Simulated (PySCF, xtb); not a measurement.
BF₂, SMILES [B](F)F, multiplicity 2.

Coordinates come from a B3LYP-D3(BJ)/def2-TZVP optimisation. The isomer is the one that the SMILES or the coordinates give; other isomers of the formula were not compared.

Method: PySCF 2.14.0 with IEF-PCM-PBE0/def2-SVP.

The values are the electrostatic part of the solvation free energy, E(continuum) − E(gas) at the gas-phase geometry, in a cavity of scaled van der Waals radii (PySCF's table); cavitation and dispersion terms are not included. The dipole moment in vacuum is 0.24 D.

| solvent | ε | ΔG(elec) (kcal/mol) | dipole (D) |
|---|---|---|---|
| water | 78.36 | -0.7 | 0.28 |
| toluene | 2.37 | -0.3 | 0.26 |
| N,N-dimethylformamide | 37.22 | -0.7 | 0.28 |

For comparison, GFN2-xTB/ALPB(water) (xtb, at the GFN2-xTB geometry, all terms of that model) gives -0.8 kcal/mol.
